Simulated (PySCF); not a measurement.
A structure optimised at PBE-D3(BJ)/def2-SVP, used in a PySCF frequency run:

```xyz
16

Si    -0.0915    -0.8520    -0.7049
C      0.3305    -2.5379    -0.0231
O      1.2326     0.1710    -0.6358
Si     2.2298     0.9087     0.4897
O     -1.3347    -0.2246     0.2263
Si    -2.2703     1.1629     0.3302
H     -0.5106    -0.8835    -2.1439
H      0.6325    -2.4635     1.0413
H     -0.5456    -3.2146    -0.0849
H      1.1650    -2.9948    -0.5920
H      3.5063     1.2945    -0.1988
H      1.5704     2.1407     1.0473
H      2.5427    -0.0305     1.6263
H     -3.4934     0.8387     1.1373
H     -1.5013     2.2618     1.0122
H     -2.6832     1.6324    -1.0403
```
Charge 0, spin multiplicity 1.

Write its SMILES and formula.

C[SiH](O[SiH3])O[SiH3], CH10O2Si3

What are its rotational constants (standard atomic weights)?

2.0816, 1.2019, 0.84675 GHz
